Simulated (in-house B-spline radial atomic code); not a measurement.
Checks on a self-consistent run for the erbium ion Er⁷⁺, [Kr] 4d10 4f9 5s2 5p3 6g1. Level of theory: Dirac-Hartree-Fock, average of configuration, Fermi nucleus of rms radius 5.2516 fm; calculated with a radial B-spline atomic code at the basis-set limit.

```
orbital        q       ε (Eh)     <1/r>         <r²>  small-component weight
  1s1/2        2  -2130.20501     77.54  0.000567817                0.064778
  2s1/2        2   -366.60436   18.6653    0.0087648                0.014489
  2p1/2        2   -348.58325   18.5955   0.00634565                0.014498
  2p3/2        4   -314.81031   16.1426   0.00755948                0.013317
  3s1/2        2    -88.05765   6.84794    0.0576009               0.0046916
  3p1/2        2    -80.15862   6.74946    0.0534807               0.0046173
  3p3/2        4    -72.93845   6.12724     0.060212               0.0042906
  3d3/2        4    -59.62481   5.99485    0.0475665               0.0041479
  3d5/2        6    -58.06630   5.84251    0.0494368               0.0040536
  4s1/2        2    -22.28907   2.85223     0.288808               0.0014913
  4p1/2        2    -19.05707   2.73996     0.302457               0.0014063
  4p3/2        4    -17.39714   2.53936     0.336733               0.0012989
  4d3/2        4    -12.04635   2.32685     0.374509               0.0011251
  4d5/2        6    -11.73674    2.2752      0.38793               0.0010929
  4f5/2   3.8571     -5.34470   1.86797     0.531768              0.00076955
  4f7/2   5.1429     -5.29614     1.849     0.542092              0.00075754
  5s1/2        2     -6.34706   1.16315      1.46978              0.00036573
  5p1/2        1     -5.36169   1.07765       1.6881              0.00032429
  5p3/2        2     -5.06438   1.01468      1.85648              0.00029887
  6g7/2  0.44444     -0.90282  0.233421      32.3404              2.6215e-05
  6g9/2  0.55556     -0.90296  0.233501      32.3255              2.6237e-05
```

Electron-electron repulsion V_ee = 4562.6063 hartree.

(1) What total energy follows from the eigenvalues?

(2) Does the Dirac virial theorem hold?

(3) What diamagnetic shielding (Lamb formula) and susceptibility (Langevin formula) do the radii give?

## Answers

(1) The eigenvalues count the repulsion twice, so E = Σqε - V_ee = -8512.937 - 4562.606 = -13075.543 hartree; the run printed -13075.543.

(2) For a point nucleus E = -2c²Σq·w, with w the small-component weight. Here Σq·w = 0.34808 and c = 137.0360, so the ratio E/(-2c²Σq·w) is 1.000177; the finite nucleus accounts for the departure from 1.

(3) σ = (α²/3)Σq<1/r> = 471.592/(3·137.036²) = 8371 ppm, and χ = -0.79199×10⁻⁶·Σq<r²> = -41.88×10⁻⁶ cm³/mol with Σq<r²> = 52.878 bohr². Both are non-relativistic formulas without the paramagnetism of open shells; for so heavy an element the full relativistic shielding is larger by tens of per cent.
